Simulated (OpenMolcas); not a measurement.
**Tb III: the spin-orbit constant, worked from levels**

* Program: OpenMolcas
* Basis: ANO-RCC-VDZP [7s6p4d2f1g]
* Scalar Hamiltonian: DKH2, point nucleus
* Active space: 9 electrons in 7 orbitals (4f)
* State averaging: 2S+1 = 6 odd, 21 roots; 2S+1 = 4 odd, 224 roots (208 in the spin-orbit step); 2S+1 = 2 odd, 490 roots (385 in the spin-orbit step)
* Spin-orbit coupling: state interaction with AMFI integrals over the reference wave functions, term energies averaged over their components

Methods: CASSCF; SS-CASPT2, IPEA 0.25 Eh, imaginary shift 0.1 Eh (closed shells correlated: 5s 5p). Measured levels: Martin, Zalubas and Hagan, Atomic Energy Levels: The Rare-Earth Elements, NSRDS-NBS 60 (1978).

**The spin-orbit constant.** For the Hund term ⁶H° of f9, E(J) = (A/2) J(J+1) + constant and ζ = -2S·A = -5A. From J = 5/2 to J = 15/2 the energy changes by 27.5 A.

```json
{"Source": "CASSCF", "E(15/2) - E(5/2)": "-8793.4", "A": "-319.8", "ζ": "1599"}
{"Source": "SS-CASPT2", "E(15/2) - E(5/2)": "-8717.9", "A": "-317.0", "ζ": "1585"}
{"Source": "measured", "E(15/2) - E(5/2)": "-8285.9", "A": "-301.3", "ζ": "1507"}
```

All in cm-1. SS-CASPT2 is off by +5.2 % and CASSCF by +6.1 %. Both methods take the spin-orbit matrix elements from the reference wave functions, so the second can move ζ only through the term energies and any multistate remixing. Second-order mixing with other terms is absorbed into this ζ.

CASPT2 breaks the degeneracy within a term, and the mean is taken; among the terms shown or strongly mixed into the levels shown the widest spread is 180 cm-1 (4f⁹ ⁶H°, SS-CASPT2). High states are left out of the spin-orbit mixing, which shifts the levels that they would mix with. Without dynamic correlation excited terms often stand tens of per cent too high (terms of higher spin than the ground term too low), and those without a measured partner can miss by more than the paired ones (holds for CASSCF). Measured partners are found by configuration, term and J. A level has none where our copy of the source lacks it or the pairing is in doubt (some pairs that miss far off the trend of their configuration count as doubtful), and it then counts in no deviation. Levels of configurations outside the active space are missing.

° marks odd parity.
